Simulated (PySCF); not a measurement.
SeHBr, SMILES [SeH]Br. Geometry optimised at B3LYP-D3(BJ)/def2-TZVP.

These are B3LYP-D3(BJ)/def2-TZVP (PySCF) values and carry that method's errors.

Harmonic wavenumbers (cm⁻¹): 296, 748, 2391. Rotational constants (GHz): 235.3, 2.292, 2.270; symmetry number 1.

Problem. Work out the zero-point energy and the ideal-gas rigid-rotor harmonic-oscillator thermochemistry at 298.15 K and 1 atm.

Solution. ZPE = ½ Σ hcν = ½ × 3435 cm⁻¹ = 20.55 kJ/mol. H − E(el) = 31.83 kJ/mol. Entropy in J/(mol K): translation 172.03, rotation 96.60, vibration 7.08, total 275.72. G − E(el) = -50.38 kJ/mol. Cp = 43.40 J/(mol K).
